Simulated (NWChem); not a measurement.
Species: CaO; SMILES [Ca]=[O]

Results from NWChem. Pople sets run with spherical d functions. Each level has its own optimisation; frequencies are unscaled.

```
level            r Ca–O (Å)  highest harmonic frequency (cm⁻¹)  zero-point energy (kcal/mol)  dipole (D)
---------------  ----------  ---------------------------------  ----------------------------  ----------
B3LYP/def2-TZVP       1.824                                764                           1.1        8.55
PBE0/def2-TZVP        1.805                                787                           1.1        8.77
BLYP/def2-SVP         1.840                                754                           1.1        7.18
B3LYP/6-31G*            ___                                ___                           0.9         ___
```

Problem. Complete the blanks.

Solution. 
- B3LYP/6-31G*, r Ca–O (Å): 2.036
- B3LYP/6-31G*, highest harmonic frequency (cm⁻¹): 642
- B3LYP/6-31G*, dipole (D): 6.88
